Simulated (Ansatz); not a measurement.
`BN[SiH2]O` + H–F → `BN[SiH2]F` + H₂O at 700 K and 1 bar (ligand exchange at the Si–O bond).

Gas-phase electronic energies from Ansatz, PBE0-D4/def2-TZVP geometries. CCSD(T)/CBS is the MP2 limit (def2-TZVPP, def2-QZVPP) plus CCSD(T) − MP2 in def2-TZVPP, frozen cores. This one scheme is used for every species. One conformer a species, not always the lowest.

```
    species  CCSD(T)/CBS energy (Eh)  H − E (kJ/mol)  S (J/(mol·K))
`BN[SiH2]O`               -447.46614           256.5          427.2
        H–F               -100.39570            45.2          198.5
`BN[SiH2]F`               -471.49877           220.1          409.3
        H₂O                -76.37941            80.5          218.4
```

H − E and S are ideal-gas, rigid-rotor, harmonic terms from PBE0-D4/def2-TZVP, for one conformer and one mirror image of each species. 1 Eh = 2625.50 kJ/mol, R = 8.31446 J/(mol·K).

Q: By hand: ΔE, ΔH, ΔS and ΔG.

A: ΔE = (-471.49877) + (-76.37941) − (-447.46614) − (-100.39570) = -0.01634 Eh = -42.9 kJ/mol. Δ(H − E) = 220.1 + 80.5 − 256.5 − 45.2 = -1.1, so ΔH = -44.0 kJ/mol. ΔS = 409.3 + 218.4 − 427.2 − 198.5 = 2.0 J/(mol·K). ΔG = -44.0 − 700 × (2.0)/1000 = -45.4 kJ/mol.

Q: By hand: the equilibrium constant, and the temperature at which ΔG would vanish if ΔH and ΔS stayed fixed.

A: log₁₀ K = −ΔG/(RT ln 10) = 3.4. ΔH and −TΔS have one sign here, so there is no such temperature.

The number of gas molecules stays the same, so ΔS is small and ΔH decides. A doubt of 5 kJ/mol in ΔE shifts log₁₀ K by 0.4 here. Other conformers and mirror images would add mixing entropy, several J/(mol·K) or more a flexible species. These are equilibria of isolated gas molecules and say nothing of rates. Largest T1 diagnostic: 0.012 (customary marks: 0.02 for closed shells, 0.045 for open ones).

ΔS is within the doubt of such terms, so its sign, and with it that verdict, could turn.
